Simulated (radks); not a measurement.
The caesium anion Cs- inside a hard spherical wall (all orbitals vanish at R), configuration held at [Xe] 6s2 and not refilled when levels cross. Calculated with a radial shooting solver on a logarithmic mesh with Libxc functionals: scalar-relativistic Kohn-Sham, LDA (Slater exchange, Perdew-Wang correlation), spin-unpolarised, spherical densities, point nucleus. Eigenvalues in eV, with the zero of energy where the potential of the charges vanishes at infinity; a dash marks a level that is unbound or too diffuse for the functional's potential to be trusted. A positive occupied level is held by the wall or, in an anion where self-interaction has pushed it up, behind a barrier. The pressure on the wall is -dE/dV.

R (bohr),E (hartree),kinetic (hartree),e(4d),e(5s),e(5p),e(6s),"e(6p, empty)","e(5d, empty)",pressure (GPa)
15,-7780.8541,8196.207,-70.192,-22.839,-9.562,0.966,1.983,2.608,0.0190
8,-7780.7529,8196.533,-67.458,-20.176,-6.982,3.689,6.137,5.745,2.07
7,-7780.6731,8196.776,-66.391,-19.182,-6.043,5.265,8.452,7.031,5.27
5,-7780.1039,8198.674,-61.466,-15.026,-2.111,14.351,20.878,12.791,60.1
4,-7778.8843,8202.892,-54.109,-9.368,3.686,30.052,40.318,21.177,314
3,-7774.0676,8218.304,-36.276,5.644,20.807,78.584,95.671,45.199,2470
2.5,-7766.4432,8241.010,-18.785,24.890,43.565,141.03,163.80,75.765,8760
2,-7745.7594,8300.693,13.540,73.177,99.733,281.28,312.31,145.60,40300
